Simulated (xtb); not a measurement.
xtb input (GFN1-xTB):

```bash
xtb mol.xyz --gfn 1 --sp --chrg 0 --uhf 0
```
mol.xyz:
```
5

Si    -1.47749156    -0.02174932     0.02193659
Br     0.75739477     0.01114918    -0.01124518
H     -1.96323663     1.36899130    -0.06224839
H     -1.94715450    -0.80649584    -1.13598588
H     -1.91354387    -0.64822630     1.28470332
```

Output:

```
           -------------------------------------------------
          |                Calculation Setup                |
           -------------------------------------------------

           -------------------------------------------------
          |                 G F N 1 - x T B                 |
           -------------------------------------------------

        Reference                      10.1021/acs.jctc.7b00118
      * Hamiltonian:
        H0-scaling (s, p, d)           1.850000    2.250000    2.000000
        zeta-weighting                 0.000000
      * Dispersion:
        s8                             2.400000
        a1                             0.630000
        a2                             5.000000
        s9                             0.000000
      * Repulsion:
        kExp                           1.500000
        rExp                           1.000000
      * Coulomb:
        alpha                          2.000000
        third order                    atomic
        anisotropic                    false
      * Halogen bond correction:
        rad-scale                      1.300000
        damping                        0.440000

          ...................................................
          :                      SETUP                      :
          :.................................................:
          :  # basis functions                  26          :
          :  # atomic orbitals                  24          :
          :  # shells                           12          :
          :  # electrons                        14          :
          :  # halogen bonds                     0          :
          :  max. iterations                   250          :
          :  Hamiltonian                  GFN1-xTB          :
          :  restarted?                      false          :
          :  GBSA solvation                  false          :
          :  PC potential                    false          :
          :  electronic temp.          300.0000000     K    :
          :  accuracy                    1.0000000          :
          :  -> integral cutoff          0.2500000E+02      :
          :  -> integral neglect         0.1000000E-07      :
          :  -> SCF convergence          0.1000000E-05 Eh   :
          :  -> wf. convergence          0.2000000E-04 e    :
          :  Broyden damping             0.4000000          :
          :  net charge                          0          :
          :  unpaired electrons                  0          :
          ...................................................

 iter      E             dE          RMSdq      gap      omega  full diag
   1     -7.3055485 -0.730555E+01  0.615E+00    4.98       0.0  T
   2     -7.3938749 -0.883264E-01  0.358E+00    6.16       1.0  T
   3     -7.4552807 -0.614058E-01  0.177E+00    6.38       1.0  T
   4     -7.4544662  0.814500E-03  0.586E-01    6.31       1.0  T
   5     -7.4558137 -0.134755E-02  0.321E-01    6.49       1.0  T
   6     -7.4567465 -0.932830E-03  0.339E-02    6.43       1.3  T
   7     -7.4567551 -0.851748E-05  0.507E-03    6.44       8.8  T
   8     -7.4567550  0.146026E-07  0.394E-03    6.44      11.4  T
   9     -7.4567551 -0.105335E-06  0.858E-04    6.44      52.1  T
  10     -7.4567552 -0.539634E-08  0.240E-06    6.44   18654.6  T
  11     -7.4567552 -0.435207E-13  0.105E-07    6.44  100000.0  T

   *** convergence criteria satisfied after 11 iterations ***

         #    Occupation            Energy/Eh            Energy/eV
      -------------------------------------------------------------
         1        2.0000           -0.7213350             -19.6285
         2        2.0000           -0.6172696             -16.7968
         3        2.0000           -0.4772270             -12.9860
         4        2.0000           -0.4772270             -12.9860
         5        2.0000           -0.4747594             -12.9189
         6        2.0000           -0.4541184             -12.3572
         7        2.0000           -0.4541184             -12.3572 (HOMO)
         8                         -0.2176268              -5.9219 (LUMO)
         9                         -0.1860051              -5.0615
        10                         -0.1860050              -5.0615
        11                         -0.1247837              -3.3955
        12                         -0.1247837              -3.3955
       ...                                ...                  ...
        24                          1.3290851              36.1662
      -------------------------------------------------------------
                  HL-Gap            0.2364915 Eh            6.4353 eV
             Fermi-level           -0.3358726 Eh           -9.1396 eV

 SCC (total)                   0 d,  0 h,  0 min,  0.004 sec
 SCC setup                      ...        0 min,  0.000 sec (  1.891%)
 Dispersion                     ...        0 min,  0.000 sec (  0.780%)
 classical contributions        ...        0 min,  0.000 sec (  0.407%)
 integral evaluation            ...        0 min,  0.001 sec ( 26.001%)
 iterations                     ...        0 min,  0.001 sec ( 33.636%)
 molecular gradient             ...        0 min,  0.001 sec ( 34.580%)
 printout                       ...        0 min,  0.000 sec (  2.322%)

         :::::::::::::::::::::::::::::::::::::::::::::::::::::
         ::                     SUMMARY                     ::
         :::::::::::::::::::::::::::::::::::::::::::::::::::::
         :: total energy              -7.417997284940 Eh    ::
         :: gradient norm              0.017049825226 Eh/a0 ::
         :: HOMO-LUMO gap              6.435262086696 eV    ::
         ::.................................................::
         :: SCC energy                -7.456755150283 Eh    ::
         :: -> electrostatic           0.002573195472 Eh    ::
         :: repulsion energy           0.039961427279 Eh    ::
         :: dispersion energy         -0.001203561936 Eh    ::
         :: halogen bond corr.         0.000000000000 Eh    ::
         :: add. restraining           0.000000000000 Eh    ::
         :: total charge              -0.000000000000 e     ::
         :::::::::::::::::::::::::::::::::::::::::::::::::::::

           -------------------------------------------------
          |                Property Printout                |
           -------------------------------------------------

    * Orbital Energies and Occupations

         #    Occupation            Energy/Eh            Energy/eV
      -------------------------------------------------------------
         1        2.0000           -0.7213350             -19.6285
         2        2.0000           -0.6172696             -16.7968
         3        2.0000           -0.4772270             -12.9860
         4        2.0000           -0.4772270             -12.9860
         5        2.0000           -0.4747594             -12.9189
         6        2.0000           -0.4541184             -12.3572
         7        2.0000           -0.4541184             -12.3572 (HOMO)
         8                         -0.2176268              -5.9219 (LUMO)
         9                         -0.1860051              -5.0615
        10                         -0.1860050              -5.0615
        11                         -0.1247837              -3.3955
        12                         -0.1247837              -3.3955
        13                         -0.1006577              -2.7390
        14                         -0.0874546              -2.3798
        15                         -0.0874546              -2.3798
        16                         -0.0583054              -1.5866
        17                         -0.0583054              -1.5866
Note: The following floating-point exceptions are signalling: IEEE_DENORMAL
normal termination of xtb
        18                         -0.0490208              -1.3339
       ...                                ...                  ...
        24                          1.3290851              36.1662
      -------------------------------------------------------------
                  HL-Gap            0.2364915 Eh            6.4353 eV
             Fermi-level           -0.3358726 Eh           -9.1396 eV

  Mulliken/CM5 charges         n(s)   n(p)   n(d)
     1Si    0.27472 -0.02688   1.281  1.787  0.657
     2Br   -0.06180 -0.00682   1.912  5.159 -0.009
     3H    -0.07097  0.01123   1.071  0.000  0.000
     4H    -0.07097  0.01123   1.071  0.000  0.000
     5H    -0.07097  0.01123   1.071  0.000  0.000

Wiberg/Mayer (AO) data.
largest (>0.10) Wiberg bond orders for each atom

 ---------------------------------------------------------------------------
     #   Z sym  total        # sym  WBO       # sym  WBO       # sym  WBO
 ---------------------------------------------------------------------------
     1  14 Si   4.244 --     2 Br   1.444     4 H    0.933     5 H    0.933
                             3 H    0.933
     2  35 Br   1.500 --     1 Si   1.444
     3   1 H    0.991 --     1 Si   0.933
     4   1 H    0.991 --     1 Si   0.933
     5   1 H    0.991 --     1 Si   0.933
 ---------------------------------------------------------------------------

Topologies differ in total number of bonds
Writing topology from bond orders to xtbtopo.mol

 dipole moment from electron density (au)
     X       Y       Z
  -0.5101  -0.0075   0.0076  total (Debye):    1.297

           -------------------------------------------------
          | TOTAL ENERGY               -7.417997284940 Eh   |
          | GRADIENT NORM               0.017049825226 Eh/α |
          | HOMO-LUMO GAP               6.435262086696 eV   |
           -------------------------------------------------

------------------------------------------------------------------------
------------------------------------------------------------------------
 total:
 SCF:
```
